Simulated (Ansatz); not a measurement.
Correlation energies of SnTe, SMILES `[Sn][Te]` by basis set

Z-matrix (Å, degrees):
```
Sn
Te 1 2.518
```

Charge 0, multiplicity 1. Correlated methods include outer-core shells of Sn, Te, which these sets cover unevenly. Sn, Te: def2 effective core potential. The structure was optimised at the PBE0-D4/def2-TZVP level. Frozen core, restricted reference, the Gaussian-basis code of Ansatz.

```json
{"basis": "def2-SVP", "HF (Eh)": "-480.39873", "MP2 corr.": "-0.20387", "CCSD corr.": "?", "(T)": "-0.01206", "CCSD(T) total": "?"}
{"basis": "def2-TZVPP", "HF (Eh)": "-480.41356", "MP2 corr.": "?", "CCSD corr.": "-0.71993", "(T)": "?", "CCSD(T) total": "?"}
{"basis": "def2-QZVPP", "HF (Eh)": "-480.41612", "MP2 corr.": "?", "CCSD corr.": "-1.04229", "(T)": "-0.03479", "CCSD(T) total": "?"}
```

Problem. Fill in the withheld values. (Estimate.)

Solution. The calculation gave: def2-SVP CCSD corr.: -0.21753; def2-SVP CCSD(T) total: -480.62832; def2-TZVPP MP2 corr.: -0.75845; def2-TZVPP (T): -0.02526; def2-TZVPP CCSD(T) total: -481.15875; def2-QZVPP MP2 corr.: -1.13031; def2-QZVPP CCSD(T) total: -481.49320.
